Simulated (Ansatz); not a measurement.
Reaction (β-hydride elimination): `C[CH](C)[Zn][NH2]` → `[NH2][ZnH]` + `C=CC`

Calculated with Ansatz (gas phase, PBE0-D4/def2-TZVP geometries, no zero-point term in ΔE). CCSD(T)/CBS is the MP2 limit (def2-TZVPP, def2-QZVPP) plus CCSD(T) − MP2 in def2-TZVPP, frozen cores. Functionals use def2-TZVPP. B3LYP here is the variant with VWN-RPA as its local correlation; programs differ in this. HSE06 is defined as in plane-wave codes. For Zn outer-core shells are correlated without core-valence functions, which leaves a few kJ/mol of doubt a bond. Scalar relativity is left out up to krypton. Each species was taken in one conformer, which may not be the lowest.

```csv
level,ΔE (kJ/mol)
HSE06-D4,107.1
r2SCAN,97.7
B3LYP,72.4
BHLYP,79.0
LC-ωPBE,106.2
MP2/def2-SVP,115.5
HF/CBS(def2),50.5
CCSD/CBS(def2),94.4
```

(1) What does CCSD(T)/CBS give? (An estimate is asked.)

Largest T1 diagnostic among the species: 0.016.

## Answers

(1) The calculation gave: +98.0 kJ/mol. The listed levels differ from it by 9.1, -0.3, -25.6, -19.0, 8.2, 17.5, -47.5, -3.6 kJ/mol.

From PBE to PBE0 (25 % exact exchange), in def2-TZVPP and without D4, ΔE moves by +6.2 kJ/mol. In def2-TZVPP, CCSD(T) changes the Hartree–Fock value by +43.8 kJ/mol (the triples alone add +3.6 kJ/mol) and MP2 by +58.9 kJ/mol. Leaving LDA and LC-ωPBE aside and taking each functional with its dispersion term where it has one, the values, not all of them listed here, spread over 31.0 kJ/mol, from BLYP-D4 to PBE-QIDH. LDA lies +35.9 kJ/mol from PBE without D4.

CCSD(T)/CBS has its own doubt, a few kJ/mol and more with outer-core shells, so smaller differences from it don't rank the levels.
